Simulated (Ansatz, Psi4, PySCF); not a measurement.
Cl₂ (SMILES ClCl), singlet, geometry from GFN2-xTB. Base run: WB97M-V/aug-cc-pVDZ (PySCF).

Geometry (Å):
```xyz
2

Cl     0.0000     0.0000    -1.0084
Cl     0.0000     0.0000     1.0084
```
Charge 0, spin multiplicity 1.
All else is at PySCF's defaults.

The same geometry, method and basis name were run in Ansatz (a program for electronic structure) and Psi4 and PySCF, at each program's defaults and at the settings that a row names. The base is PySCF at its defaults. Differences at the defaults can come from grids, fitting, cores and function types together.

```
code and settings                                                                             ΔE vs base (µEh)  basis functions      E (Eh)  SCF cycles
--------------------------------------------------------------------------------------------  ----------------  ---------------  ----------  ----------
PySCF, defaults (exact integrals, its default grid, spherical functions)                                   0.0               54  -920.32898           7
Psi4, defaults (density fitting with its default set, its default grid, spherical functions)             -70.7               54  -920.32905           7
Ansatz, defaults (factorised integrals, its default grid, spherical functions)                            -0.5               54  -920.32898           -
PySCF, density fitting with def2-universal-jkfit                                                         -12.8               54  -920.32899           7
PySCF, fine grid                                                                                          -0.4               54  -920.32898           7
Psi4, exact integrals, spherical functions, fine grid                                                     -4.4               54  -920.32898           9
Ansatz, high accuracy                                                                                     -0.2               54  -920.32898           -
```
